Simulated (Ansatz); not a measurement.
```xyz
8

C     0.0012   -0.0027   -0.7596
C    -0.0012    0.0027    0.7596
H    -0.0001   -1.0226   -1.1647
H    -0.8878    0.5127   -1.1654
H     0.8869    0.5122   -1.1651
H     0.0001    1.0226    1.1647
H    -0.8869   -0.5122    1.1651
H     0.8878   -0.5127    1.1654
```

Basis set: 6-31G* (spherical functions). Correlated methods keep 2 orbitals frozen. Charge 0, multiplicity 1.

Computed with Ansatz (development build ahead of 0.2.0); each method stands on the lowest determinant of its kind that the runs found. Restricted open shells among the atoms or ions are ROHF, correlated in semicanonical orbitals with singles.

Question: Give the atomization energy at this shape (free ground-state atoms in the same class of orbitals less the molecule, no zero-point energy) of singlet C₂H₆ by RHF-MP2, RHF.

Answer:

| method | atomization energy |
| --- | --- |
| RHF-MP2 | 28.30 eV |
| RHF | 24.06 eV |
